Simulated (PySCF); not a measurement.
Vertical excitations of a molecule C₃H₉GeN from PySCF with TDA-LC-ωPBE/def2-SVPD, as energy in eV (oscillator strength): 6.23 (0.010), 6.89 (0.004), 7.19 (0.004), 7.24 (0.006), 7.71 (0.095), 7.91 (0.154), 7.93 (0.459), 8.34 (0.062), 8.52 (0.007), 8.63 (0.052). Lowest triplet (TDA): 4.12 eV. The structure is a stationary point at PBE0-D3(BJ)/def2-SVP. Other conformers were not sampled.

Question: Which molecule gave these data?
A. C=CC[NH][GeH3]
B. C=[C](C)[GeH2][NH2]
C. [GeH3][NH]C1CC1
D. C=[CH][GeH2][NH]C

Answer: D, C=[CH][GeH2][NH]C
